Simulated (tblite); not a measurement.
Input of a run (GFN2-xTB geometry optimisation, gas phase (tblite 0.8.0)), started from a force field or distance geometry:
```
{"job": {"kind": "relax", "xc": "GFN2-xTB", "basis": "xTB"}, "charge": 0, "multiplicity": 1}
C      3.117200    -0.243900    -0.014200
C      2.041400     0.286300     0.603500
C      1.009300     1.122600    -0.050600
C     -0.351000     0.489100    -0.010200
C     -1.394700     0.921700     0.717200
C     -2.503600    -0.003100     0.433300
O     -3.603700     0.125000     0.935400
C     -2.090400    -1.081200    -0.514400
C     -0.634200    -0.751800    -0.813200
H      3.276700    -0.088300    -1.069700
H      3.831000    -0.841100     0.528400
H      1.920600     0.098900     1.681600
H      0.971000     2.102100     0.459600
H      1.265500     1.327600    -1.102500
H     -1.474000     1.783400     1.364600
H     -2.713700    -1.038800    -1.409800
H     -2.192500    -2.061000    -0.036600
H      0.011100    -1.586100    -0.527200
H     -0.495700    -0.552200    -1.876900
```

Output (eV, eV/Å):
```
step      E/eV     max force
  0    -714.00520    2.115
  1    -714.07694    1.776
  2    -714.12587    0.628
  3    -714.14600    0.418
  4    -714.15867    0.458
  5    -714.16295    0.125
  6    -714.16534    0.145
  7    -714.16685    0.118
  8    -714.16764    0.072
  9    -714.16833    0.073
 10    -714.16880    0.075
 11    -714.16901    0.041
 12    -714.16919    0.036
 13    -714.16937    0.042
 14    -714.16957    0.048
 15    -714.16976    0.041
 16    -714.16992    0.038
 17    -714.17010    0.043
 18    -714.17033    0.048
 19    -714.17058    0.039
 20    -714.17078    0.030
 21    -714.17091    0.026
 22    -714.17102    0.025
 23    -714.17111    0.024
 24    -714.17120    0.024
 25    -714.17129    0.028
 26    -714.17140    0.025
 27    -714.17151    0.026
 28    -714.17163    0.024
 29    -714.17174    0.027
 30    -714.17183    0.028
 31    -714.17191    0.023
 32    -714.17197    0.018
 33    -714.17203    0.016
 34    -714.17207    0.021
 35    -714.17212    0.020
 36    -714.17216    0.014
 37    -714.17220    0.014
 38    -714.17222    0.013
 39    -714.17224    0.011
 40    -714.17226    0.010
 41    -714.17228    0.010
```

**Question.** Summarise the run.

**Answer.** The energy falls by 16.1 kJ/mol over 41 L-BFGS steps, the largest force on an atom goes from 2.11 to 0.010 eV/Å, and the atoms move by 0.049 Å rms after alignment. Among the bonds, C1=C2 and C6–C8 change most and about equally (-0.030 to +0.030 Å). Bonds longer at the end by more than 0.005 Å: 3 of 19; shorter: 10. Among the angles that change most is C5–C6–O7, from 122.4° to 127.6°. The energy never rose by more than 1e-5 eV on the way. The first step brought 43 % of the lowering.

**Question.** What are the final bond lengths?

**Answer.** C1=C2 1.319 Å, C2–C3 1.503 Å, C3–C4 1.493 Å, C4=C5 1.337 Å, C5–C6 1.463 Å, C6=O7 1.208 Å, C6–C8 1.524 Å, C8–C9 1.529 Å, C4–C9 1.500 Å, C1–H10 1.078 Å, C1–H11 1.077 Å, C2–H12 1.082 Å, C3–H13 1.093 Å, C3–H14 1.093 Å, C5–H15 1.076 Å, C8–H16 1.090 Å, C8–H17 1.090 Å, C9–H18 1.092 Å, C9–H19 1.092 Å. Numbering counts from 1 in the input's order; the species is `C=CCC1=CC(=O)CC1`.

The run took 0.21 s on Intel Xeon 6975P-C, one thread, on a shared host.

Its GFN2-xTB frequencies are all real (lowest 26 cm⁻¹). One conformer, not necessarily the lowest. 3 starts were optimised and ended at 0.00, 0.46 and 1.81 kcal/mol (GFN2-xTB); the lowest of these is shown.

Shape of the structure used: `[CH2:1]=[CH:2][CH2:3][C:4]1=[CH:5][C:6](=[O:7])[CH2:8][CH2:9]1`: C1–C2–C3–C4 118°, C2–C3–C4–C5 110°.

All values are computed, not measured.
